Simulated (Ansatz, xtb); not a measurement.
Relative energy of two isomers of C4H9Br

Structure X: `CC(C)CBr`, a singlet. Structure Y: `CC(C)(C)Br`, a singlet. Both are isolated molecules in the gas phase, relaxed with B3LYP/6-31G*; each stands in its lowest conformer found.

Question: Which of the two would you expect CCSD(T)/def2-SVP + ΔMP2/def2-TZVPP electronic energies to favour?

Answer: Structure Y; the calculation gives E(Y) − E(X) = −3.8 kcal/mol.

The same difference at several levels:

```
                             level      geometry  E(Y) − E(X) (kcal/mol)  departure from the last row (kcal/mol)  job, with rough time for the two
                          GFN2-xTB      GFN2-xTB                      −2.9                                    +0.9              optimisation, 0.15 s
                         HF/STO-3G      GFN2-xTB                      +0.6                                    +4.4               single point, 1.7 s
                r2SCAN-D4/def2-SVP      GFN2-xTB                      −4.6                                    −0.8               single point, 5.2 s
                      B3LYP/6-31G*  B3LYP/6-31G*                      −2.8                                    +1.0                optimisation, 39 s
                       HF/def2-SVP  B3LYP/6-31G*                      −2.7                                    +1.1           part of the CCSD(T) run
                      MP2/def2-SVP  B3LYP/6-31G*                      −4.9                                    −1.1           part of the CCSD(T) run
                  CCSD(T)/def2-SVP  B3LYP/6-31G*                      −4.3                                    −0.6                      single point
CCSD(T)/def2-SVP + ΔMP2/def2-TZVPP  B3LYP/6-31G*                      −3.8                                                        single point, 71 s
```

As drawn, both hold the same kinds of bond in the same numbers. Structure X has 2 methyl groups, Y 3.

HF/STO-3G puts the two in the other order. The largest departure from CCSD(T)/def2-SVP + ΔMP2/def2-TZVPP is that of HF/STO-3G, 4.4 kcal/mol. The last row adds to CCSD(T) the change of the MP2 difference between the two basis sets, here +0.6 kcal/mol.

With harmonic frequencies from B3LYP/6-31G* (ideal gas, rigid rotor, one conformer each, 298.15 K, 1 atm): on the last row, ΔE + ΔZPE = −4.3, ΔH = −4.2, ΔG = −3.1 kcal/mol.

The correlated steps freeze 13 core orbitals; the filled d shell of Br is correlated, in a basis made for valence electrons. Mirror images aren't counted in ΔG. Codes used: Ansatz 0.2.0, xtb 6.7.1; the last row on 2 threads of Intel(R) Xeon(R) Platinum 8488C (Sapphire Rapids) on a shared host.
